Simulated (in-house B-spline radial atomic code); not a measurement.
A fraction x of an electron is removed from 2p in neutral phosphorus, starting from [Ne] 3s2 3p3 and keeping the highest spin. Level of theory: non-relativistic CAM-B3LYP, spin-polarised, spherical fractional occupations, point nucleus; calculated with an all-electron radial atomic-structure program (B-spline basis).

Caution: exact exchange at fractional occupations of open shells leaves self-interaction of up to several eV.

| x | E(x) - E(0) (eV) | 2p down level (eV) |
| --- | --- | --- |
| 0 | 0.0000 | -130.622 |
| 0.03 | 3.9295 | -131.346 |
| 0.14 | 18.5250 | -134.034 |
| 0.36 | 48.6155 | -139.546 |
| 0.39 | 52.8134 | -140.311 |
| 0.5 | ? | ? |
| 0.54 | 74.1496 | -144.184 |
| 0.71 | 99.0404 | -148.665 |
| 0.8 | 112.5285 | -151.074 |
| 0.92 | ? | ? |
| 1 | 143.2857 | -156.518 |

(1) What belongs in the row x = 0.5?

(2) What belongs in the row x = 0.92?

(3) Check Janak's theorem between x = 0.03 and 0.14.

Results:

(1) An energy change of 68.4030 eV; 2p down at -143.144 eV.

(2) An energy change of 130.8521 eV; 2p down at -154.326 eV.

(3) The slope of the energy is 132.69 eV; the orbital levels give 132.69 eV (-ε of the emptying orbital, averaged over the two points).
